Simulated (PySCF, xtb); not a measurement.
BrFHNOW, SMILES [W]([Br])(=[O])(=[NH])[F], multiplicity 1.

GFN2-xTB (xtb) at its own geometry gives an orbital gap of 2.31 eV and a dipole moment of 3.27 D.

Geometry optimised at B3LYP-D3(BJ)/def2-SVP. The multiplicity is an assumed one; no other spin state was optimised. The structure was generated by enumeration; whether it is a known compound was not checked. The def2 effective core potentials stand for the cores of W; spin–orbit coupling is left out.

Question: What does PySCF with PBE/def2-TZVP give? (Estimate from the structure and the level; the computed values follow.)

Answer: gap 3.92 eV (levels -7.28 and -3.37 eV), dipole 1.45 D.
